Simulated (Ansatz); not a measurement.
`CCCCCCCCCC`, 32 atoms. Hardware: 4 threads of Arm Neoverse V1 on a shared host.

Problem. How many basis functions does each of these Ansatz runs have, and roughly what does it cost? r2SCAN0-D4/def2-TZVP, charge 0 singlet, energy, from earlier orbitals; B3LYP-D4/6-31G, charge 0 singlet, energy; PBE0-D4/def2-SVP, charge 0 singlet, energy, from earlier orbitals; r2SCAN-D4/def2-TZVP, charge 0 singlet, energy and forces, from earlier orbitals; PBE0-D4/def2-TZVP, charge 0 singlet, energy, from earlier orbitals; PBE-D4/def2-TZVP, charge -1 doublet at the geometry of the charge 0 singlet, energy, from earlier orbitals; PBE-D4/def2-SVP, charge 0 singlet, relaxation, 4 steps; PBE0-D4/def2-TZVP, charge 1 doublet, energy, from earlier orbitals; HF/def2-TZVP, charge 0 singlet, energy, from earlier orbitals; PBE-D4/def2-TZVP, charge 0 triplet at the geometry of the charge 0 singlet, energy, from earlier orbitals; HF/def2-TZVP, charge 1 doublet at the geometry of the charge 0 singlet, energy, from earlier orbitals; PBE0-D4/def2-TZVP, charge 0 triplet at the geometry of the charge 0 singlet, energy.

Solution. Other jobs shared the machine, so times can vary by a factor of up to 3. A dash marks memory too small to be measured apart from the calling script's.

```tsv
run	functions	fitting or Cholesky vectors	wall time	peak host memory (GiB)
B3LYP-D4/6-31G, charge 0 singlet, energy	134	1974	3.5 s	–
PBE0-D4/def2-SVP, charge 0 singlet, energy, from earlier orbitals	250	2856	8 s	1.2
HF/def2-TZVP, charge 0 singlet, energy, from earlier orbitals	442	3298	15 s	2.4
PBE-D4/def2-SVP, charge 0 singlet, relaxation, 4 steps	250	2856	16 s	–
PBE0-D4/def2-TZVP, charge 0 singlet, energy, from earlier orbitals	442	2768	19 s	2.2
r2SCAN-D4/def2-TZVP, charge 0 singlet, energy and forces, from earlier orbitals	442	2768	19 s	0.96
r2SCAN0-D4/def2-TZVP, charge 0 singlet, energy, from earlier orbitals	442	2768	26 s	2.3
PBE-D4/def2-TZVP, charge -1 doublet at the geometry of the charge 0 singlet, energy, from earlier orbitals	442	2768	49 s	2.7
PBE-D4/def2-TZVP, charge 0 triplet at the geometry of the charge 0 singlet, energy, from earlier orbitals	442	2768	66 s	2.7
PBE0-D4/def2-TZVP, charge 1 doublet, energy, from earlier orbitals	442	2768	71 s	2.4
HF/def2-TZVP, charge 1 doublet at the geometry of the charge 0 singlet, energy, from earlier orbitals	442	3298	3.3 min	2.5
PBE0-D4/def2-TZVP, charge 0 triplet at the geometry of the charge 0 singlet, energy	442	2768	4.3 min	2.7
```
